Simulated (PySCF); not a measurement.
C$_{2}$H$_{8}$BeN$_{2}$ (SMILES C[N](C)[Be][NH2]), singlet, geometry from GFN2-xTB (such geometries of metal compounds can be far from the true shape); HF/6-31G, polarisability by finite fields (PySCF).

Here is a job for PySCF.
```python
from pyscf import gto, scf

mol = gto.M(
    atom='''
Be    0.683012    0.574027   -0.519698
N     1.685899    1.416888   -1.282785
H     2.644718    1.592158   -1.033863
H     1.529360    1.915883   -2.142153
N    -0.321576   -0.270263    0.244684
C    -1.199671    0.228065    1.273938
C    -0.530813   -1.682424    0.042771
H    -2.253600    0.071640    1.003799
H    -1.020785   -0.286177    2.228802
H    -1.033179    1.292247    1.417227
H    -0.334412   -2.246695    0.965395
H    -1.567227   -1.888878   -0.259608
H     0.135712   -2.046510   -0.734352
''',
    basis='6-31g',
    charge=0,
    spin=0,
    verbose=4,
)

mf = scf.RHF(mol)
mf.conv_tol = 1e-11
mf.kernel()
h0, z, done = mf.get_hcore(), mol.intor('int1e_r')[2], []
def energy(F):
    f = mf.copy()
    f.scf_summary = {}
    f.get_hcore = lambda *a: h0 + F * z
    e = f.kernel(mf.make_rdm1())
    done.append(f.converged)
    return e
F = 0.02
alpha = -(energy(F) + energy(-F) - 2 * mf.e_tot) / F**2
print('alpha_zz =', alpha)
```

Output, abridged:

```
PySCF version 2.14.0

[INPUT] verbose = 4
[INPUT] num. atoms = 13
[INPUT] num. electrons = 38
[INPUT] charge = 0
[INPUT] spin (= nelec alpha-beta = 2S) = 0
[INPUT] symmetry False subgroup None
[INPUT] Mole.unit = angstrom
[INPUT] Symbol           X                Y                Z      unit          X                Y                Z       unit  Magmom
[INPUT]  1 Be     0.683012000000   0.574027000000  -0.519698000000 AA    1.290705619791   1.084753818106  -0.982086887484 Bohr   0.0
[INPUT]  2 N      1.685899000000   1.416888000000  -1.282785000000 AA    3.185887383678   2.677530269183  -2.424112326700 Bohr   0.0
[INPUT]  3 H      2.644718000000   1.592158000000  -1.033863000000 AA    4.997792696707   3.008742567035  -1.953717920321 Bohr   0.0
[INPUT]  4 H      1.529360000000   1.915883000000  -2.142153000000 AA    2.890071545865   3.620494156710  -4.048082486915 Bohr   0.0
[INPUT]  5 N     -0.321576000000  -0.270263000000   0.244684000000 AA   -0.607690568233  -0.510723051603   0.462385747063 Bohr   0.0
[INPUT]  6 C     -1.199671000000   0.228065000000   1.273938000000 AA   -2.267049629583   0.430980388599   2.407393919676 Bohr   0.0
[INPUT]  7 C     -0.530813000000  -1.682424000000   0.042771000000 AA   -1.003091193359  -3.179320585395   0.080825476074 Bohr   0.0
[INPUT]  8 H     -2.253600000000   0.071640000000   1.003799000000 AA   -4.258686794320   0.135379979564   1.896905194112 Bohr   0.0
[INPUT]  9 H     -1.020785000000  -0.286177000000   2.228802000000 AA   -1.929004082064  -0.540796153150   4.211825365883 Bohr   0.0
[INPUT] 10 H     -1.033179000000   1.292247000000   1.417227000000 AA   -1.952425347652   2.441992915291   2.678170886339 Bohr   0.0
[INPUT] 11 H     -0.334412000000  -2.246695000000   0.965395000000 AA   -0.631947092768  -4.245638235430   1.824332152024 Bohr   0.0
[INPUT] 12 H     -1.567227000000  -1.888878000000  -0.259608000000 AA   -2.961629805024  -3.569462102716  -0.490588019746 Bohr   0.0
[INPUT] 13 H      0.135712000000  -2.046510000000  -0.734352000000 AA    0.256458511817  -3.867343411184  -1.387724159027 Bohr   0.0

nuclear repulsion = 150.342613893019
number of shells = 41
number of NR pGTOs = 142
number of NR cGTOs = 61
basis = 6-31g
ecp = {}

******** <class 'pyscf.scf.hf.RHF'> ********
method = RHF
initial guess = minao
damping factor = 0
level_shift factor = 0
DIIS = <class 'pyscf.scf.diis.CDIIS'>
diis_start_cycle = 1
diis_space = 8
diis_damp = 0
SCF conv_tol = 1e-11
SCF conv_tol_grad = None
SCF max_cycles = 50
direct_scf = True
direct_scf_tol = 1e-13
Set gradient conv threshold to 3.16228e-06
Initial guess from minao.
init E= -204.599325740358
  HOMO = -0.223983312144365  LUMO = 0.0290794434103385  gap/eV = 6.88619
cycle= 1 E= -203.855887045787  delta_E= 0.743  |g|= 0.397  |ddm|=  3.1
  HOMO = -0.317170807609268  LUMO = 0.179120691907597  gap/eV = 13.50478
cycle= 2 E= -203.904161640461  delta_E= -0.0483  |g|= 0.154  |ddm|= 0.493
  HOMO = -0.332387009203103  LUMO = 0.169967966252345  gap/eV = 13.66978
cycle= 3 E= -203.910290303763  delta_E= -0.00613  |g|= 0.0488  |ddm|= 0.159
  HOMO = -0.327012869086875  LUMO = 0.173000515183619  gap/eV = 13.60606
cycle= 4 E= -203.911136644305  delta_E= -0.000846  |g|= 0.00896  |ddm|= 0.0708
  HOMO = -0.328233223548529  LUMO = 0.17271214625056  gap/eV = 13.63142
cycle= 5 E= -203.91117371398  delta_E= -3.71e-05  |g|= 0.00326  |ddm|= 0.0135
  HOMO = -0.327504820017358  LUMO = 0.172715564694916  gap/eV = 13.61169
cycle= 6 E= -203.911182232844  delta_E= -8.52e-06  |g|= 0.000812  |ddm|= 0.00775
  HOMO = -0.327668783662026  LUMO = 0.172639495688336  gap/eV = 13.61408
cycle= 7 E= -203.91118265236  delta_E= -4.2e-07  |g|= 0.000273  |ddm|= 0.00157
  HOMO = -0.327587678367255  LUMO = 0.172649298685842  gap/eV = 13.61214
cycle= 8 E= -203.911182684113  delta_E= -3.18e-08  |g|= 8.4e-05  |ddm|= 0.000399
  HOMO = -0.327579982614832  LUMO = 0.172658951566426  gap/eV = 13.61219
cycle= 9 E= -203.91118268813  delta_E= -4.02e-09  |g|= 1.55e-05  |ddm|= 0.000191
  HOMO = -0.327578254017358  LUMO = 0.172658030732905  gap/eV = 13.61212
cycle= 10 E= -203.911182688324  delta_E= -1.94e-10  |g|= 2.9e-06  |ddm|= 4.69e-05
  HOMO = -0.32757755297033  LUMO = 0.172658604268519  gap/eV = 13.61212
cycle= 11 E= -203.91118268833  delta_E= -5.8e-12  |g|= 6.36e-07  |ddm|= 8e-06
  HOMO = -0.327577606090948  LUMO = 0.172658548240916  gap/eV = 13.61212
Extra cycle  E= -203.91118268833  delta_E= -2.27e-13  |g|= 2.77e-07  |ddm|= 1.09e-06
converged SCF energy = -203.91118268833

******** <class 'pyscf.scf.hf.RHF'> ********
method = RHF
initial guess = minao
damping factor = 0
level_shift factor = 0
DIIS = <class 'pyscf.scf.diis.CDIIS'>
diis_start_cycle = 1
diis_space = 8
diis_damp = 0
SCF conv_tol = 1e-11
SCF conv_tol_grad = None
SCF max_cycles = 50
direct_scf = True
direct_scf_tol = 1e-13
Overwritten attributes  get_hcore  of <class 'pyscf.scf.hf.RHF'>
Set gradient conv threshold to 3.16228e-06
init E= -203.909283960745
  HOMO = -0.313117288083497  LUMO = 0.122354400528051  gap/eV = 11.84979
cycle= 1 E= -203.917022577266  delta_E= -0.00774  |g|= 0.0276  |ddm|= 0.353
  HOMO = -0.315494658035233  LUMO = 0.132190591696171  gap/eV = 12.18214
cycle= 2 E= -203.917555792794  delta_E= -0.000533  |g|= 0.0103  |ddm|= 0.0779
  HOMO = -0.315420423302206  LUMO = 0.133898015828519  gap/eV = 12.22658
cycle= 3 E= -203.917641775208  delta_E= -8.6e-05  |g|= 0.00317  |ddm|= 0.0354
  HOMO = -0.315773742898875  LUMO = 0.134247595082801  gap/eV = 12.24570
cycle= 4 E= -203.917646836238  delta_E= -5.06e-06  |g|= 0.000934  |ddm|= 0.00617
  HOMO = -0.315549444968436  LUMO = 0.134258231098153  gap/eV = 12.23989
cycle= 5 E= -203.917647528801  delta_E= -6.93e-07  |g|= 0.000363  |ddm|= 0.00248
  HOMO = -0.315580691684088  LUMO = 0.134263613390198  gap/eV = 12.24089
cycle= 6 E= -203.917647594127  delta_E= -6.53e-08  |g|= 0.000106  |ddm|= 0.00067
  HOMO = -0.315560422549664  LUMO = 0.134267572982862  gap/eV = 12.24044
cycle= 7 E= -203.917647604472  delta_E= -1.03e-08  |g|= 2.75e-05  |ddm|= 0.000354
  HOMO = -0.31556049462384  LUMO = 0.13427042765442  gap/eV = 12.24052
cycle= 8 E= -203.917647605079  delta_E= -6.08e-10  |g|= 9.17e-06  |ddm|= 9.46e-05
  HOMO = -0.315558025621859  LUMO = 0.134271151062971  gap/eV = 12.24048
cycle= 9 E= -203.917647605124  delta_E= -4.44e-11  |g|= 2.64e-06  |ddm|= 1.87e-05
  HOMO = -0.315558310953907  LUMO = 0.134270922616855  gap/eV = 12.24048
cycle= 10 E= -203.917647605127  delta_E= -2.84e-12  |g|= 4.65e-07  |ddm|= 7.4e-06
  HOMO = -0.315558291115595  LUMO = 0.134270990080459  gap/eV = 12.24048
Extra cycle  E= -203.917647605126  delta_E= 5.68e-13  |g|= 2.05e-07  |ddm|= 8.91e-07
converged SCF energy = -203.917647605126

******** <class 'pyscf.scf.hf.RHF'> ********
method = RHF
initial guess = minao
damping factor = 0
level_shift factor = 0
DIIS = <class 'pyscf.scf.diis.CDIIS'>
diis_start_cycle = 1
diis_space = 8
diis_damp = 0
SCF conv_tol = 1e-11
SCF conv_tol_grad = None
SCF max_cycles = 50
direct_scf = True
direct_scf_tol = 1e-13
Set gradient conv threshold to 3.16228e-06
init E= -203.913081415915
  HOMO = -0.332060370318067  LUMO = 0.15869674814672  gap/eV = 13.35418
cycle= 1 E= -203.920848129503  delta_E= -0.00777  |g|= 0.0277  |ddm|= 0.363
  HOMO = -0.339897044981782  LUMO = 0.163504669247296  gap/eV = 13.69826
cycle= 2 E= -203.921377239064  delta_E= -0.000529  |g|= 0.0104  |ddm|= 0.0791
  HOMO = -0.339873701094255  LUMO = 0.164466203337723  gap/eV = 13.72379
cycle= 3 E= -203.921456758759  delta_E= -7.95e-05  |g|= 0.00402  |ddm|= 0.0345
  HOMO = -0.34083691525684  LUMO = 0.164476869901999  gap/eV = 13.75029
cycle= 4 E= -203.921463380298  delta_E= -6.62e-06  |g|= 0.000944  |ddm|= 0.00697
  HOMO = -0.340676983884473  LUMO = 0.164473311435055  gap/eV = 13.74584
cycle= 5 E= -203.921463935369  delta_E= -5.55e-07  |g|= 0.000301  |ddm|= 0.00209
  HOMO = -0.340688106845697  LUMO = 0.164458127552103  gap/eV = 13.74573
cycle= 6 E= -203.921463986073  delta_E= -5.07e-08  |g|= 8.9e-05  |ddm|= 0.000591
  HOMO = -0.340680304390135  LUMO = 0.1644666258828  gap/eV = 13.74575
cycle= 7 E= -203.921463991835  delta_E= -5.76e-09  |g|= 1.73e-05  |ddm|= 0.000233
  HOMO = -0.34067817709904  LUMO = 0.164465286743783  gap/eV = 13.74565
cycle= 8 E= -203.92146399208  delta_E= -2.46e-10  |g|= 7.98e-06  |ddm|= 4.99e-05
  HOMO = -0.340679482236524  LUMO = 0.164465285297474  gap/eV = 13.74569
cycle= 9 E= -203.921463992105  delta_E= -2.5e-11  |g|= 1.68e-06  |ddm|= 1.28e-05
  HOMO = -0.34067902946789  LUMO = 0.164465438527758  gap/eV = 13.74568
cycle= 10 E= -203.921463992107  delta_E= -1.88e-12  |g|= 3.49e-07  |ddm|= 5.28e-06
  HOMO = -0.340679093838536  LUMO = 0.164465416798013  gap/eV = 13.74568
Extra cycle  E= -203.921463992108  delta_E= -5.68e-13  |g|= 1.5e-07  |ddm|= 6.72e-07
converged SCF energy = -203.921463992108
alpha_zz = 41.865551435051884
```
